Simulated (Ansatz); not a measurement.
Compare A (`O[Si@H]1C[Si@@H](O)C1`) with its isomer B (`C=C[Si](O)(O)[SiH3]`).

Computed with Ansatz on PBE0-D4/def2-TZVP structures; ΔE is electronic, products minus reactants. CCSD(T)/CBS adds triple-zeta CCSD(T) − MP2 to the extrapolated MP2 energy (def2 sets, frozen cores). DFT in def2-TZVPP. B3LYP here is the variant with VWN-RPA as its local correlation; programs differ in this. Each species was taken in one conformer, which may not be the lowest.

Which isomer does CCSD(T)/CBS put lower? Give the gap. (An estimate is asked.)

Computed: A, by 104.4 kJ/mol.

Give E(B) − E(A) in kJ/mol with MP2/def2-TZVPP, PBE-D4, B3LYP-D4, PBE0-D4, CCSD(T)/def2-TZVPP, B2PLYP, ωB97M-V. (Estimate.)

Computed: MP2/def2-TZVPP 120.1, PBE-D4 101.7, B3LYP-D4 87.4, PBE0-D4 113.7, CCSD(T)/def2-TZVPP 98.8, B2PLYP 94.5, ωB97M-V 116.2. None reverses the order clearly.

Largest T1 diagnostic: 0.013.

From PBE to PBE0 (25 % exact exchange), in def2-TZVPP and without D4, E(B) − E(A) moves by +12.8 kJ/mol. The D4 term adds +5.2 kJ/mol with B3LYP and +2.3 kJ/mol with PBE0; it sums over pairs of atoms, weighted by their polarisabilities, and B3LYP, whose exchange is more repulsive, gets the larger term.
